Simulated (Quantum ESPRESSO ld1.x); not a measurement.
Task: All-electron atom: Ta XLIII in [Ar] 3d10 4s2 4p1 (the NIST ground configuration). Calculated with ld1.x of Quantum ESPRESSO 7.5: scalar-relativistic Kohn-Sham, LDA (Slater exchange, Perdew-Zunger correlation), spin-polarised, spherical densities, point nucleus; open shells are filled with parallel spins first. Some entries of the table are withheld. Estimate them.

| orbital | occ. | eigenvalue (eV) | r(max) (bohr) |
|---|---|---|---|
| 1s up | 1 | -69334.2 | 0.012 |
| 1s down | 1 | -69333.1 | 0.012 |
| 2s up | 1 | -13556.1 | 0.067 |
| 2s down | 1 | -13555.4 | 0.067 |
| 2p up | 3 | -12134.4 | 0.055 |
| 2p down | 3 | -12133.5 | 0.055 |
| 3s up | 1 | -4546.14 | 0.187 |
| 3s down | 1 | -4545.05 | 0.187 |
| 3p up | 3 | (1) | (2) |
| 3p down | 3 | (3) | (4) |
| 3d up | 5 | -3642.00 | 0.150 |
| 3d down | 5 | -3640.92 | 0.150 |
| 4s up | 1 | -2188.34 | 0.398 |
| 4s down | 1 | -2183.04 | 0.398 |
| 4p up | 1 | -2027.23 | (5) |
| 4p down | 0 | -2021.93 | (6) |

Result: 
(1) 3p up eigenvalue (eV): -4121.60
(2) 3p up r(max) (bohr): 0.184
(3) 3p down eigenvalue (eV): -4120.40
(4) 3p down r(max) (bohr): 0.184
(5) 4p up r(max) (bohr): 0.407
(6) 4p down r(max) (bohr): 0.407
